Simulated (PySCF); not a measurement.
**Working out the ionisation energy of Cd⁺**

Cd⁺ [Kr] 4d10 5s1 (2S) → Cd²⁺ [Kr] 4d10 (1S). All numbers are calculated (PySCF 2.14, scalar relativity through the core potential, in def2-SVP with the def2 core potential (28 electrons) (5s3p2d1f, 31 functions)). Frozen: 4s2 4p6. Energies in hartree (1 hartree = 27.21139 eV):

```json
{"part": "UHF", "Cd⁺ (lower)": "-166.576992", "Cd²⁺ (upper)": "-166.004128"}
{"part": "CCSD correlation", "Cd⁺ (lower)": "-0.229238", "Cd²⁺ (upper)": "-0.205209"}
{"part": "(T)", "Cd⁺ (lower)": "-0.002906", "Cd²⁺ (upper)": "-0.001858"}
```

Problem. What does Hartree-Fock give?

Solution. (-166.004128) − (-166.576992) = 0.572864 hartree = 15.588 eV.

Problem. What do CCSD and CCSD(T) give?

Solution. The CCSD correlation energies differ by 0.024029 hartree = 0.654 eV and the triples by 0.001048 hartree = 0.029 eV, so CCSD gives 16.242 eV and CCSD(T) 16.271 eV.

Measured between the centres of the two terms (NIST): 16.908 eV, so CCSD(T) (valence) is off by -0.637 eV.

A double-zeta basis recovers only part of the correlation energy.

What remains against the reference includes basis incompleteness, the frozen core and higher excitations.
